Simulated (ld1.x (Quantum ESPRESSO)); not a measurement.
u(r) = r·R(r): atom against pseudo-atom (indium (In))

Columns: radius, all-electron u(r) and pseudo u(r) of the 4d shell (level -18.71 eV) of indium in the configuration [Ar] 3d10 4s2 4p6 4d10 5s2 5p1; LDA (PZ), scalar-relativistic, PAW scheme, ld1.x (Quantum ESPRESSO) 7.5.

```
r (bohr)  all-electron   pseudo
   0.128        0.3785  -0.0165
   0.255        0.4683  -0.1162
   0.382        0.0734  -0.3224
   0.510       -0.3925  -0.5862
   0.638       -0.7327  -0.8181
   0.765       -0.9184  -0.9548
   0.893       -0.9853  -0.9950
   1.020       -0.9744  -0.9746
   1.148       -0.9192  -0.9192
   1.275       -0.8428  -0.8428
   1.402       -0.7585  -0.7585
   1.530       -0.6736  -0.6736
   1.658       -0.5931  -0.5931
   1.785       -0.5196  -0.5196
   1.912       -0.4533  -0.4533
   2.040       -0.3939  -0.3939
   2.168       -0.3414  -0.3414
   2.295       -0.2958  -0.2958
   2.422       -0.2559  -0.2559
   2.550       -0.2210  -0.2210
   2.678       -0.1907  -0.1907
   2.805       -0.1647  -0.1647
   2.932       -0.1421  -0.1421
   3.060       -0.1225  -0.1225
   3.188       -0.1055  -0.1055
   3.315       -0.0910  -0.0910
```

Problem. How many radial nodes do the two functions have?

Solution. The all-electron 4d function has n − l − 1 = 1; the pseudo-wave has 0, since the states of the same l below it are removed with the core.

Problem. At about which radius was the pseudo-wave matched?

Solution. 1.05 bohr, where the columns begin to agree (steps of 0.13 bohr).

Problem. Where does each function peak?

Solution. Outermost all-electron maximum near 0.89 bohr, pseudo maximum near 0.89 bohr (to the table’s step).

Problem. Is the pseudo-wave norm-conserving?

Solution. No, it belongs to a PAW set: the norm inside the radius is not constrained, and the difference is carried by the augmentation charge.
